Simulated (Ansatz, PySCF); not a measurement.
Lewis adduct: AlH3 (SMILES [AlH3]) (first 4 atoms) with C2H6O (SMILES COC); geometry from B3LYP-D3(BJ)/def2-TZVP, rigid monomers moved along the line of their centres of mass till Al1···O6 is 2.78 Å.
(charge 0, multiplicity 1):
```
atom    x (Å)    y (Å)   z (Å)
----  -------  -------  ------
Al     0.0753  -0.2123  0.6521
H     -1.4449  -0.3797  0.1993
H      0.7371   1.2098  0.3630
H      1.0151  -1.5001  0.6271
C      0.3174  -0.9283  4.3634
O     -0.2598  -0.0357  3.4034
C     -1.0612   1.0067  3.9715
H     -0.4761  -1.4201  4.9294
H      0.9683  -0.3689  5.0383
H      0.8924  -1.6603  3.8050
H     -1.8943   0.5691  4.5242
H     -1.4374   1.6084  3.1491
H     -0.4483   1.6217  4.6327
```

Interaction energies are E(AB) − E(A) − E(B) at the monomers' geometry in the complex; basis-set methods are counterpoise corrected. Rows marked so take none.

Rows in 6-311+G**, 6-31G*, STO-3G carry no dispersion term and start afresh at each structure (6-31G* with six Cartesian d functions).

Codes used: Ansatz (a first-principles code) with Gaussian orbitals; PySCF for 6-311+G** rows, 6-31G* rows, STO-3G rows, the dispersion terms. Each number belongs to the level named beside it.

```
level                              interaction energy (meV)
---------------------------------  ------------------------
HF/STO-3G (no counterpoise)                          -508.1
HF/6-31G* (no counterpoise)                          -626.8
r2SCAN-D3(BJ)/def2-TZVPPD                            -610.7
r2SCAN-D4/def2-TZVPPD                                -608.7
B3LYP/6-31G*                                            [?]
B3LYP/6-31G* (no counterpoise)                       -631.0
B3LYP/6-311+G** (no counterpoise)                    -551.3
PBE0/def2-TZVPPD                                     -546.4
PBE0-D4/def2-TZVPPD                                  -604.5
```

**Question.** What belongs in the gaps?

**Answer.** 
- B3LYP/6-31G*, interaction energy (meV): -531.6
